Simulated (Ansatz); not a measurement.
HSi, SMILES `[SiH+]` (excited triplet) (charge 1, multiplicity 3). This triplet is an excited state, 2.27 eV above the relaxed singlet at the level composite: frozen-core CCSD(T) with HF/cc-pV5Z and the correlation energy extrapolated as X^-3 from cc-pVQZ and cc-pV5Z, plus full CI minus CCSD(T) in cc-pVDZ // B3LYP-D3(BJ)/def2-TZVP (Ansatz, a quantum-chemistry and plane-wave program).

Z-matrix (Å, degrees):
```
Si
H 1 1.5581
```
Charge +1, spin multiplicity 3.

Frozen-core energies in 6-31g from Ansatz at a geometry from B3LYP-D3(BJ)/def2-TZVP; the HF reference has <S^2> = 2.01 and the T1 diagnostic is 0.014.

| level | energy (Ha) |
|---|---|
| HF | -289.06544 |
| MP2 | -289.08467 |
| CCSD | -289.09746 |

Problem. Estimate the energies of CCSD(T), CCSDT and CCSDT(Q), and give each level's difference from CCSDT(Q).

Solution. 
```tsv
level	energy (Ha)	difference from CCSDT(Q) (mHa)
MP2	-289.08467	13.13
CCSD	-289.09746	0.34
CCSD(T)	-289.09768	0.12
CCSDT	-289.09780	0.00
CCSDT(Q)	-289.09780	0.00
```
